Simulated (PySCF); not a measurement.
A structure optimised at B3LYP-D3(BJ)/def2-TZVP, used in a PySCF frequency run:

```xyz
7

Sn    -0.2845     0.0012     0.0000
N      1.7620    -0.1020     0.0000
H     -0.7869    -0.8088     1.4183
H     -0.7869    -0.8088    -1.4183
H     -0.8936     1.6113     0.0000
H      2.1793     0.3307     0.8159
H      2.1793     0.3307    -0.8159
```
Charge 0, spin multiplicity 1.

Write its SMILES, formula and point group.

[NH2][SnH3], H₅NSn, Cs

What are its rotational constants (standard atomic weights)?

52.272, 7.3618, 7.2430 GHz
